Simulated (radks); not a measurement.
Q: The table gives one normalised radial function P(r) = r R(r) of Ce4+ in [Kr] 4d9.5 5s2 5p6 6s0.5 (r in bohr). All-electron calculation, scalar-relativistic Kohn-Sham, PBE, spin-polarised, spherical densities, finite nucleus; open shells are filled with parallel spins first (spin-orbit coupling, left out, can overturn this in heavy ions); Fermi nuclear charge, rms radius 4.8771 fm. Program: a radial shooting solver on a logarithmic mesh with Libxc functionals.

r	P
0.0009991	0.0370
0.001343	0.0474
0.001806	0.0602
0.002428	0.0756
0.003265	0.0936
0.004389	0.1135
0.005901	0.1337
0.007934	0.1510
0.01067	0.1599
0.01423	0.1529
0.01913	0.1199
0.02572	0.0523
0.03457	-0.0500
0.04648	-0.1673
0.0625	-0.2500
0.08403	-0.2263
0.113	-0.0495
0.1519	0.2204
0.2026	0.3762
0.2724	0.2071
0.3662	-0.2496
0.4923	-0.5549
0.6619	-0.2706
0.8899	0.4499
1.196	0.9635
1.609	0.8908
2.163	0.4674
2.885	0.1441
3.878	0.0219
5.214	0.0014
7.01	0.0000
9.425	0.0000

Which n and l does it have? It may be an empty orbital.

A: n = 5, l = 0: the number of nodes gives n - l - 1 = 4, the rise at small r (about r^(l+1), flatter next to the nucleus through relativity) gives l, and the extent must fit the shell. The curve is that of 5s down; the table hardly tells the two spins apart. 5s down: eigenvalue -82.500 eV, 4 radial nodes at r = 0.0302, 0.120, 0.315, 0.746 bohr, <r> = 1.44 bohr, 90 % of the charge inside 2.04 bohr.
